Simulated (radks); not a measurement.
Results of a calculation; reference values are marked as such.
Ce4+, configuration [Kr] 4d9.75 5s2 5p6 6s0.25 (fractional occupations, a model configuration). Code: a radial shooting solver on a logarithmic mesh with Libxc functionals. Model: scalar-relativistic Kohn-Sham, exchange-only B88, spin-unpolarised, spherical densities, point nucleus.

Normalised radial functions P(r) = r R(r), r in bohr:

r,3d,5p,6s
0.004515,0.0007,0.0103,0.0550
0.005256,0.0011,0.0133,0.0600
0.006119,0.0017,0.0172,0.0648
0.007067,0.0025,0.0219,0.0690
0.008227,0.0039,0.0281,0.0727
0.009578,0.0058,0.0360,0.0753
0.01115,0.0088,0.0457,0.0762
0.01288,0.0130,0.0569,0.0751
0.01499,0.0195,0.0713,0.0711
0.01745,0.0290,0.0883,0.0636
0.02032,0.0429,0.1080,0.0520
0.02346,0.0618,0.1290,0.0367
0.02731,0.0901,0.1529,0.0161
0.0318,0.1299,0.1773,-0.0088
0.03702,0.1852,0.2001,-0.0368
0.04275,0.2558,0.2176,-0.0644
0.04977,0.3543,0.2277,-0.0915
0.05794,0.4820,0.2247,-0.1125
0.06745,0.6423,0.2036,-0.1224
0.0779,0.8250,0.1630,-0.1171
0.09069,1.0472,0.0963,-0.0927
0.1056,1.2900,0.0070,-0.0483
0.1229,1.5363,-0.0975,0.0125
0.1419,1.7506,-0.1976,0.0768
0.1652,1.9281,-0.2850,0.1378
0.1924,2.0249,-0.3301,0.1746
0.224,2.0158,-0.3115,0.1710
0.2586,1.8994,-0.2244,0.1225
0.3011,1.6712,-0.0645,0.0279
0.3505,1.3638,0.1381,-0.0906
0.4081,1.0226,0.3356,-0.1985
0.4713,0.7135,0.4656,-0.2553
0.5486,0.4399,0.4930,-0.2379
0.6387,0.2402,0.3810,-0.1331
0.7435,0.1143,0.1409,0.0365
0.8587,0.0490,-0.1607,0.2119
0.9997,0.0169,-0.4884,0.3538
1.164,0.0048,-0.7541,0.3982
1.355,0.0011,-0.9039,0.3168
1.565,0.0002,-0.9192,0.1307
1.822,0.0000,-0.8166,-0.1367
2.121,0.0000,-0.6366,-0.4075
2.469,0.0000,-0.4354,-0.6094
2.851,0.0000,-0.2674,-0.6927
3.319,0.0000,-0.1380,-0.6575
3.864,0.0000,-0.0601,-0.5264
4.498,0.0000,-0.0215,-0.3557
5.195,0.0000,-0.0066,-0.2079
6.048,0.0000,-0.0015,-0.0973
7.04,0.0000,-0.0002,-0.0364
8.196,0.0000,0.0000,-0.0106
9.466,0.0000,0.0000,-0.0025
11.02,0.0000,0.0000,-0.0004

3d: eigenvalue -919.32 eV, 0 radial nodes, <r> = 0.254 bohr, 90 % of the charge inside 0.396 bohr. 5p: eigenvalue -60.382 eV, 3 radial nodes at r = 0.107, 0.317, 0.797 bohr, <r> = 1.63 bohr, 90 % of the charge inside 2.34 bohr. 6s: eigenvalue -29.508 eV, 5 radial nodes at r = 0.0302, 0.119, 0.313, 0.722, 1.69 bohr, <r> = 3.10 bohr, 90 % of the charge inside 4.35 bohr.
